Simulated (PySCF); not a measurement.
**A small calculation by hand: oscillator strength and radiative lifetime**

Si(F)(Me)(NH2)2 (CH7FN2Si), SMILES [Si](N)(C)(F)N.

Coordinates come from a PBE-D3(BJ)/def2-SVP optimisation. The structure was generated by enumeration, and PubChem lists no compound with its InChIKey, so it may never have been made. One conformer was computed; it need not be the lowest.

TDDFT-LC-ωPBE/def2-SVPD (PySCF) puts the first singlet state with f over 0.02 at 7.36 eV (vertical), with the transition dipole (-0.590, 0.007, -0.131) in atomic units.

Question: Find the oscillator strength, the wavelength and the radiative lifetime that this transition would have in vacuum if emission retraced absorption.

Answer: 
|μ|² = 0.3653 au, so |μ| = 1.54 D. ΔE = 7.36/27.211 = 0.2705 hartree. f = (2/3) ΔE |μ|² = 0.066 (the program prints 0.066).
λ = 1239.84/7.36 = 168 nm; ν = 59362 cm⁻¹.
Einstein's coefficient A = 0.6670 ν² f s⁻¹ (ν in cm⁻¹) = 1.5e8 s⁻¹, so τ = 1/A = 6.5 ns. This state is S1. The figure is the radiative limit of this one transition; relaxation, internal conversion, crossing to triplets and a medium change what is measured.
